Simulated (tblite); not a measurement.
Compound: C₆H₉NOSi.
Geometry (GFN2-xTB, Å), atoms numbered from 1 in this order:
```
atom  x, y, z in Å
N1    -1.9738    0.9867    2.1307
C2    -1.5482    0.8529    1.0737
C3    -1.0133    0.6087   -0.2213
Si4   -1.7155   -1.0175   -1.0143
C5     0.0721   -1.4883   -0.5299
C6     0.3764   -0.0382   -0.1629
C7     1.6070    0.6675   -0.6433
C8     1.4419    0.3639    0.8197
O9     1.2681    1.4406    1.6781
H10   -1.0574    1.5251   -0.8108
H11   -2.8146   -1.6442   -0.2919
H12   -1.9651   -0.8602   -2.4442
H13    0.1548   -2.1547    0.3293
H14    0.7224   -1.8810   -1.3098
H15    1.5193    1.7043   -0.9310
H16    2.3390    0.1092   -1.2068
H17    2.0448   -0.4413    1.2409
H18    0.5332    1.2728    2.2821
```

All values are computed: GFN2-xTB (tblite) harmonic vibrations without scaling, gas phase. Against measured fundamentals such values can be off by several per cent, at times by over 20. Modes of hydrogen on silicon can be 10 to 20 % off. One conformer, not necessarily the lowest.

Harmonic wavenumbers (cm⁻¹): 52.1, 118.5, 139.3, 180.7, 231.2, 255.7, 330.9, 374.2, 426.6, 436.4, 440.8, 478.4, 490.2, 575.1, 618.3, 697.4, 731.4, 746.6, 757.4, 815.2, 853.6, 910.7, 938.7, 1018.4, 1021.3, 1050.4, 1056.3, 1088.2, 1110.3, 1160.4, 1187.6, 1205.2, 1216.2, 1244.9, 1302.2, 1392.2, 1458.5, 1467.5, 2300.8, 2329.5, 2376.0, 2944.0, 2965.0, 2976.7, 3000.0, 3084.4, 3102.7, 3493.5.

A = 1911, B = 1372, C = 912.3 MHz; mass 139.045 u (most abundant isotopes); point group C1, symmetry number 1.

Question: What is the zero-point energy?

Answer: Half the sum of the wavenumbers: 29076 cm⁻¹ = 347.82 kJ/mol.

Question: What is S at 273.15 K and 1 bar for an ideal gas of classical rigid rotors and harmonic oscillators?

Answer: Translation 168.58, rotation 121.45, vibration 98.25: S = 388.3 J/(mol K).

Question: And Cp and H(273.15 K) − H(0)?

Answer: Cp = 154.57 J/(mol K), of which vibrations give 121.31 (their classical limit is 48 R = 399.1); H(273.15 K) − H(0) = 24.42 kJ/mol without the zero-point energy, 15.34 from vibrations.

Question: How do the functions run with temperature in this model?

Answer: 
```json
{"T (K)": "50", "S (J/(mol K))": "241.7", "Cp (J/(mol K))": "48.2", "H − H(0) (kJ/mol)": "1.94", "G − H(0) (kJ/mol)": "-10.14", "ln q(vib)": "0.31"}
{"T (K)": "100", "S (J/(mol K))": "282.0", "Cp (J/(mol K))": "71.0", "H − H(0) (kJ/mol)": "4.91", "G − H(0) (kJ/mol)": "-23.29", "ln q(vib)": "1.15"}
{"T (K)": "298.15", "S (J/(mol K))": "402.3", "Cp (J/(mol K))": "166.2", "H − H(0) (kJ/mol)": "28.43", "G − H(0) (kJ/mol)": "-91.52", "ln q(vib)": "5.69"}
{"T (K)": "373.15", "S (J/(mol K))": "443.2", "Cp (J/(mol K))": "198.6", "H − H(0) (kJ/mol)": "42.14", "G − H(0) (kJ/mol)": "-123.24", "ln q(vib)": "7.59"}
{"T (K)": "500", "S (J/(mol K))": "507.8", "Cp (J/(mol K))": "242.8", "H − H(0) (kJ/mol)": "70.27", "G − H(0) (kJ/mol)": "-183.62", "ln q(vib)": "10.87"}
{"T (K)": "750", "S (J/(mol K))": "618.1", "Cp (J/(mol K))": "300.5", "H − H(0) (kJ/mol)": "138.79", "G − H(0) (kJ/mol)": "-324.80", "ln q(vib)": "17.16"}
{"T (K)": "1000", "S (J/(mol K))": "709.9", "Cp (J/(mol K))": "336.7", "H − H(0) (kJ/mol)": "218.75", "G − H(0) (kJ/mol)": "-491.13", "ln q(vib)": "23.00"}
```

q(vib) and H(0) count from the zero-point level.

Question: Which modes carry the vibrational entropy at 273.15 K?

Answer: 52.1 cm⁻¹: 19.09; 118.5 cm⁻¹: 12.37; 139.3 cm⁻¹: 11.07; 180.7 cm⁻¹: 9.03; 231.2 cm⁻¹: 7.17; 255.7 cm⁻¹: 6.44 J/(mol K); the other 42 give 33.08 together.

Question: Blend soft modes into free rotors: weight 1/[1 + (100 cm⁻¹/ν̃)⁴] for the oscillator and the rest for a rotor with moment μB/(μ + B), μ = h/(8π²ν), B = 10⁻⁴⁴ kg m². What vibrational entropy results?

Answer: 93.23 J/(mol K) in place of 98.25, which changes −T·S at 273.15 K by +1.37 kJ/mol.

Question: What must be added to the electronic energy to get the Gibbs energy at 273.15 K and 1 bar?

Answer: ZPE + [H(273.15 K) − H(0)] − T·S = 347.82 + 24.42 − 106.06 = 266.18 kJ/mol.

Hindered rotation and anharmonicity are outside this model. Other conformers, if any are populated, would add a mixing term that is left out. The structure is chiral; the term R ln 2 for an equal mix with its mirror image is left out.
